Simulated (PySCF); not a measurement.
Two species compared at the same levels of theory.

First species: C7H11NS.
Bonds: C1–C2, C2–C3, C2–C4, C2–C5, C5–C6 (aromatic), C6–C7 (aromatic), C7–S8 (aromatic), S8–N9 (aromatic), C5–N9 (aromatic). Hydrogens: H10, H11, H12 on C1; H13, H14, H15 on C3; H16, H17, H18 on C4; H19 on C6; H20 on C7.

Second species: C₅H₉ClO₃S.
SMILES with atom numbers: `[CH2:1]=[CH:2][C@@H:3]([CH2:4][S:5](=[O:6])(=[O:7])[Cl:8])[O:9][CH3:10]` (hydrogens: H11, H12 on C1; H13 on C2; H14 on C3; H15, H16 on C4; H17, H18, H19 on C10)

Levels: PBE0/pcSseg-1 for dipole moment, HOMO energy, LUMO energy and HOMO–LUMO gap; GFN2-xTB for rotational constant A and rotational constant C. Geometries: GFN2-xTB. Each species is one conformer at its optimised geometry, gas phase, non-relativistic unless stated; the electronic structure was computed with PySCF and density fitting.

The conformers computed, where there is a choice (atom-mapped SMILES and torsion angles):
- `[CH3:1][C:2]([CH3:3])([CH3:4])[c:5]1[cH:6][cH:7][s:8][n:9]1`: C1–C2–C5–C6 60°
- `[CH2:1]=[CH:2][C@@H:3]([CH2:4][S:5](=[O:6])(=[O:7])[Cl:8])[O:9][CH3:10]`: C1–C2–C3–C4 115°, C2–C3–C4–S5 176°, C3–C4–S5–O6 28°, C2–C3–O9–C10 86°

**Question.** Which of the two has the higher rotational constant A, and by how much?

**Answer.** The first: 2.831 GHz against 1.669 GHz, a difference of 1.162 GHz.

**Question.** Which of the two has the higher rotational constant C, and by how much?

**Answer.** The first: 0.859 GHz against 0.593 GHz, a difference of 0.266 GHz.

**Question.** Which has the higher HOMO energy?

**Answer.** The first: -7.31 eV against -8.01 eV, a difference of 0.70 eV.

**Question.** Which has the higher HOMO–LUMO gap?

**Answer.** The second: 6.69 eV against 6.59 eV, a difference of 0.10 eV.

**Question.** Which has the higher LUMO energy?

**Answer.** The first: -0.72 eV against -1.32 eV, a difference of 0.60 eV.

**Question.** Which of the two has the higher dipole moment, and by how much?

**Answer.** The second: 4.86 D against 2.16 D, a difference of 2.70 D.

On the first: The dipole equals about 7.2 × 10⁻³⁰ C·m (1 D = 3.33564 × 10⁻³⁰ C·m). A dipole of 2.16 D is allowed in Cs, and pure rotational transitions are dipole-allowed.

On the second: A dipole of 4.86 D is allowed in C1, and pure rotational transitions are dipole-allowed. The dipole equals about 16.2 × 10⁻³⁰ C·m (1 D = 3.33564 × 10⁻³⁰ C·m).
